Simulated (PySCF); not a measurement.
Consider isophosphinoline, `c1ccc2cpccc2c1` (C9H7P). Optimised structure (Å), atoms numbered from 1:
```
C    -1.7153   -1.5627    0.0612
C    -2.3523   -0.3069    0.1804
C    -1.6078    0.8485    0.1778
C    -0.1903    0.8154    0.0570
C     0.5536    2.0218    0.0575
P     2.2515    2.1951   -0.0755
C     2.7267    0.5032   -0.2034
C     1.8649   -0.5628   -0.1876
C     0.4517   -0.4587   -0.0637
C    -0.3469   -1.6311   -0.0578
H    -2.3120   -2.4776    0.0640
H    -3.4396   -0.2569    0.2747
H    -2.0978    1.8211    0.2694
H    -0.0237    2.9486    0.1539
H     3.7981    0.3003   -0.3039
H     2.2747   -1.5753   -0.2755
H     0.1510   -2.5998   -0.1504
```

These are calculated values, ωB97X-D3(BJ)/ma-def2-SVP in PySCF (grid level 2) at geometries from PBE0-D3(BJ)/def2-SVP. Thermal corrections: PBE0-D3(BJ)/def2-SVP frequencies, unscaled, ideal gas at 298.15 K and 1 bar, quasi-RRHO entropy.

(1) What are the vertical and the adiabatic ionisation energy for forming the radical cation?

(2) What oxidation potential follows in acetonitrile (IEF-PCM), on the absolute scale?

(3) How far is −ε(HOMO) from the vertical value by ΔSCF?

## Answers

(1) 8.35 eV vertical and 8.22 eV adiabatic, the latter with zero-point energy.

(2) In the gas phase ΔG of oxidation is 8.192 eV, and solvation is -17.2 kJ/mol for the parent and -203.5 kJ/mol for the product, so the absolute potential is 6.26 V. The solvent is electrostatics only, on gas-phase structures; the absolute scale refers to an electron at rest in vacuum.

(3) −ε(HOMO) = 8.58 eV, which is 0.23 eV above the ΔSCF value.

Note: ma-def2-SVP is a small basis, whose errors can reach tens of kJ/mol.
